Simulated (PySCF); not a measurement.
PySCF 2.14 output of an unrestricted LDA calculation on a single atom or ion in aug-cc-pVTZ-PP with one added diffuse shell each of s, p, d, f, g type with ECP28MDF (7s7p6d4f3g, 113 functions), with scalar relativity through the core potential:

```
SCF conv_tol = 1e-09
number electrons alpha = 8  beta = 4
    P. A. M. Dirac.,  Math. Proc. Cambridge Philos. Soc. 26, 376 (1930)
    F. Bloch.,  Z. Phys. 57, 545 (1929)
    S. H. Vosko, L. Wilk, and M. Nusair.,  Can. J. Phys. 58, 1200 (1980)
cycle= 1 E= -56.2234842713088  delta_E= -0.00327  |g|= 0.0589  |ddm|= 0.329
cycle= 2 E= -56.2274510663338  delta_E= -0.00397  |g|= 0.0508  |ddm|= 0.873
cycle= 3 E= -56.2272073177981  delta_E= 0.000244  |g|= 0.0436  |ddm|= 0.363
cycle= 4 E= -56.2247437246076  delta_E= 0.00246  |g|= 0.0265  |ddm|= 0.815
cycle= 5 E= -56.2248026811427  delta_E= -5.9e-05  |g|= 0.0245  |ddm|= 0.0945
cycle= 6 E= -56.224802396424  delta_E= 2.85e-07  |g|= 0.0245  |ddm|= 0.0244
cycle= 7 E= -56.2249286126074  delta_E= -0.000126  |g|= 0.0153  |ddm|= 0.165
cycle= 8 E= -56.2250150441079  delta_E= -8.64e-05  |g|= 0.00591  |ddm|= 0.0563
cycle= 9 E= -56.225029440991  delta_E= -1.44e-05  |g|= 0.00294  |ddm|= 0.0185
cycle= 10 E= -56.2250295241453  delta_E= -8.32e-08  |g|= 0.00306  |ddm|= 0.0024
cycle= 11 E= -56.2250292676637  delta_E= 2.56e-07  |g|= 0.00318  |ddm|= 0.000722
cycle= 12 E= -56.2250302728204  delta_E= -1.01e-06  |g|= 0.00204  |ddm|= 0.0112
cycle= 13 E= -56.2250309289578  delta_E= -6.56e-07  |g|= 0.000318  |ddm|= 0.0174
cycle= 14 E= -56.2250309342121  delta_E= -5.25e-09  |g|= 3.04e-05  |ddm|= 0.00352
cycle= 15 E= -56.2250309342698  delta_E= -5.77e-11  |g|= 1.02e-06  |ddm|= 0.000381
converged SCF energy = -56.2250309342698  <S^2> = 6.0002396  2S+1 = 5.0000959
```

The run itself started from symmetry-adapted Hartree-Fock orbitals and held the occupation by maximum overlap, on a logarithmic radial grid, so the iterations belong to that start.

Which element, charge and spin multiplicity is this?

Nb+ (niobium, charge +1), multiplicity 5; the state was [Kr] 4d4, high-spin 5D determinant.

Energies and moments cover only the electrons outside the core potential.
